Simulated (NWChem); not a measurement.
System meant: GeH$_{3}$, doublet; SMILES [GeH3]

NWChem input:

```
start job
memory heap 200 mb stack 900 mb global 1100 mb
geometry units angstroms noautoz
  Ge     0.000000     0.000000    -0.090979
  H     -0.509300    -1.376910    -0.562508
  H     -0.937789     1.129522    -0.562508
  H      1.447089     0.247388    -0.562508
end
basis spherical
  * library def2-svp
end
dft
  odft
  mult 2
  xc b3lyp
  iterations 4
  mulliken
end
task dft energy
```

End of the output:

```
     --------------------------
     Expectation value of S2:
     --------------------------
      <S2> =      0.7510 (Exact =     0.7500)

 center of mass
 --------------
 x =   0.00000000 y =   0.00000000 z =   0.04136348

 moments of inertia (a.u.)
 ------------------
          13.941515360649          -0.000000000000           0.000000000000
          -0.000000000000          13.941515360649           0.000000000000
           0.000000000000           0.000000000000          23.270476702652

     Multipole analysis of the density
     ---------------------------------

     L   x y z        total         alpha         beta         nuclear
     -   - - -        -----         -----         ----         -------
     0   0 0 0     -0.000000    -18.000000    -17.000000     35.000000

     1   1 0 0     -0.000000     -0.000000     -0.000000      0.000000
     1   0 1 0     -0.000000     -0.000000     -0.000000      0.000000
     1   0 0 1      0.003345     -0.385349      0.388694      0.000000

     2   2 0 0    -14.906709    -14.206839    -12.244770     11.544900
     2   1 1 0     -0.000000     -0.000000      0.000000      0.000000
     2   1 0 1     -0.000000     -0.000000     -0.000000      0.000000
     2   0 2 0    -14.906709    -14.206839    -12.244770     11.544900
     2   0 1 1     -0.000000     -0.000000     -0.000000     -0.000000
     2   0 0 2    -15.110488    -11.118674     -6.169613      2.177798

 ------------------------------------------------------------------------
 dft energy failed                                                                                  0
 ------------------------------------------------------------------------
 ------------------------------------------------------------------------
  current input line :
    19: task dft energy
 ------------------------------------------------------------------------
 ------------------------------------------------------------------------
 This type of error is most commonly associated with calculations not reaching convergence criteria
 ------------------------------------------------------------------------
 For more information see the NWChem manual at https://nwchemgit.github.io

0:dft energy failed:Received an Error in Communication
```

Question: Find the fault in this run and fix the input.

Answer: The run did not converge; its last values are not results. Cause: the SCF was allowed too few iterations. This input runs:
```
start job
memory heap 200 mb stack 900 mb global 1100 mb
geometry units angstroms noautoz
  Ge     0.000000     0.000000    -0.090979
  H     -0.509300    -1.376910    -0.562508
  H     -0.937789     1.129522    -0.562508
  H      1.447089     0.247388    -0.562508
end
basis spherical
  * library def2-svp
end
dft
  odft
  mult 2
  xc b3lyp
  iterations 150
  mulliken
end
task dft energy
```
It converges to -2078.53327 Ha (B3LYP/def2-SVP, spin-unrestricted).
